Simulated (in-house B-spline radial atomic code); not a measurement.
A fraction x of an electron is removed from 5p in Sm5+, starting from [Xe] 4f3 and keeping the highest spin. Level of theory: scalar-relativistic (X2C) BHandHLYP, spin-polarised, spherical fractional occupations, Fermi nucleus of rms radius 5.0819 fm; calculated with a B-spline radial code for spherical atoms.

Caution: exact exchange at fractional occupations of open shells leaves self-interaction of up to several eV.

```
   x  E(x) - E(0) (eV)  5p down level (eV)
   0            0.0000             -84.432
0.07            5.9383             -85.234
0.15           12.7938             -86.153
0.31           26.7257             -87.997
0.45                 ?                   ?
 0.5           43.6537             -90.195
0.58                 ?                   ?
0.65           57.3135             -91.937
0.86           76.8772             -94.386
0.98           88.2878             -95.791
   1           90.2060             -96.026
```

What belongs in the row x = 0.45?

An energy change of 39.1585 eV; 5p down at -89.615 eV.

What belongs in the row x = 0.58?

An energy change of 50.9064 eV; 5p down at -91.123 eV.

Check Janak's theorem between x = 0.07 and 0.15.

The slope of the energy is 85.69 eV; the orbital levels give 85.69 eV (-ε of the emptying orbital, averaged over the two points).
